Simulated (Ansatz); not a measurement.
Si(NCS)2Cl2 (SiC₂S₂N₂Cl₂): single points at one geometry.

```yaml
crystal:
  periodic: [false, false, false]
  atoms:
    - {symbol: Si, position_ang: [-0.702548, -0.002392, -0.501404]}
    - {symbol: N, position_ang: [-0.702593, -0.025655, 1.193599]}
    - {symbol: C, position_ang: [-0.780257, -0.041626, 2.395570]}
    - {symbol: S, position_ang: [-0.870359, -0.062330, 3.960551]}
    - {symbol: N, position_ang: [0.900370, 0.027242, -1.052206]}
    - {symbol: C, position_ang: [2.011670, 0.046222, -1.516619]}
    - {symbol: S, position_ang: [3.462196, 0.070997, -2.110821]}
    - {symbol: Cl, position_ang: [-1.682349, 1.662304, -1.161335]}
    - {symbol: Cl, position_ang: [-1.636120, -1.674772, -1.207344]}
basis:
  gaussian: {orbitals: def2-TZVP, initial_orbitals: start.molden}
correlation: {method: mp2}
scf: {omitted_lower_state_checks: [starts]}
output: {orbitals: {seedname: orbitals}}
```

The file start.molden holds the orbitals of an earlier run on this structure, at another level or in another basis.

```sh
$ ansatz run in.yaml --threads 2 --pin off --events-out ev --progress --plain --max-ram 32768MiB --backend cuda --devices 0, --max-vram 18GiB
```

Shortened log:

```
Functional definition: HF
1882 factors; integrals over basis functions are off by at most 1.2e-3 eV
mean field evaluation 1: about -59534.6457 eV, gradient 5.2e1 eV
mean field evaluation 2: about -59536.2559 eV, gradient 2.2e0 eV
mean field evaluation 4: about -59537.0259 eV, gradient 2.4e0 eV
mean field evaluation 8: about -59537.0424 eV, gradient 8.1e-4 eV
mean field -59537.04242159 eV, -2187.9459533367 hartree, gradient 1.3e-6 eV, S^2 0.000000; 0 other end points of the search recorded, 0 dependent functions left out
29 core orbitals not correlated: weight in the atoms' cores, before any rotation towards them, 1.000 or more for the frozen orbitals, at most 0.000 for the correlated occupied ones
reference -59537.04242159 eV, -2187.9459533367 hartree; 24, 24 occupied and 256, 256 virtual orbitals, 1882 factors
second order -40.41228229 eV of doubles, -0.00000000 eV of singles
Total energy: -59577.45470389 eV, -2189.4310773187 hartree
Checks for a lower state left out: starts
```

Run time 6.5 s (2 threads of AMD EPYC 7R13 on a shared host and a share (18 GiB) of an NVIDIA H100 80GB HBM3), peak host memory 0.82 GiB.

First input, but with `gaussian: {orbitals: def2-TZVPD, initial_orbitals: start.molden}`, `hamiltonian: {xc: {name: CAM-B3LYP}, dispersion: d4}` and without the key `correlation` (abridged; 9.5 s):

```
Functional definition: CAM-B3LYP
mean field -59654.95740966 eV, -2192.2792492224 hartree, gradient 1.3e-5 eV, S^2 0.000000
Total energy: -59655.34896197 eV, -2192.2936385045 hartree
Checks for a lower state left out: starts
```

First input, but with `gaussian: {orbitals: def2-SVP, initial_orbitals: start.molden}`, `hamiltonian: {xc: pbe0, dispersion: d4}` and without the key `correlation` (abridged; 3.4 s, on the CPU threads alone):

```
Functional definition: PBE0
mean field -59606.27822053 eV, -2190.4903220179 hartree, gradient 2.0e-5 eV, S^2 0.000000
Total energy: -59606.65390298 eV, -2190.5041280933 hartree
Checks for a lower state left out: starts
```

First input, but with `hamiltonian: {xc: pbe, dispersion: d4}`, `output: {forces: true, orbitals: {seedname: orbitals}}` and without the key `correlation` (abridged; 6.5 s):

```
Functional definition: PBE
mean field -59626.92598017 eV, -2191.2491131891 hartree, gradient 2.2e-5 eV, S^2 0.000000
Total energy: -59627.35754669 eV, -2191.2649729662 hartree
Atom 0 force     0.038093    -0.000055     0.027006 eV/Å
Atom 1 force     0.041662     0.003406    -0.229926 eV/Å
Atom 2 force    -0.015005     0.000150     0.000063 eV/Å
Atom 3 force    -0.003206    -0.000817     0.044718 eV/Å
Atom 4 force    -0.203885    -0.003733     0.114093 eV/Å
Atom 5 force    -0.004906    -0.000270    -0.014151 eV/Å
Atom 6 force     0.041198     0.000983    -0.017553 eV/Å
Atom 7 force     0.054342    -0.072561     0.036663 eV/Å
Atom 8 force     0.051707     0.072897     0.039088 eV/Å
Dipole moment:    -0.014335    -0.000032    -0.010226 e Å
Checks for a lower state left out: starts
```

As the first input, with `gaussian: {orbitals: def2-SVP, initial_orbitals: start.molden}`, `hamiltonian: {xc: pbe, dispersion: d4}` and without the key `correlation` (abridged; 2.1 s, on the CPU threads alone):

```
Functional definition: PBE
mean field -59602.06205846 eV, -2190.3353809199 hartree, gradient 2.5e-5 eV, S^2 0.000000
Total energy: -59602.49360937 eV, -2190.3512401232 hartree
Checks for a lower state left out: starts
```

As the first input, with `gaussian: {orbitals: def2-TZVPD, initial_orbitals: start.molden}`, `hamiltonian: {xc: pbe, dispersion: d4}` and without the key `correlation` (abridged; 6.5 s):

```
Functional definition: PBE
mean field -59626.99762975 eV, -2191.2517462629 hartree, gradient 4.3e-5 eV, S^2 0.000000
Total energy: -59627.42924398 eV, -2191.2676077929 hartree
Checks for a lower state left out: starts
```

First input, but with `hamiltonian: {xc: pbe0, dispersion: d4}` and without the key `correlation` (abridged; 4.3 s):

```
Functional definition: PBE0
mean field -59630.98732147 eV, -2191.3983647292 hartree, gradient 1.4e-5 eV, S^2 0.000000
Total energy: -59631.36301577 eV, -2191.4121712400 hartree
Checks for a lower state left out: starts
```

Geometry: r2SCAN-D4/def2-SVP.

Correlated methods freeze 29 core orbitals.
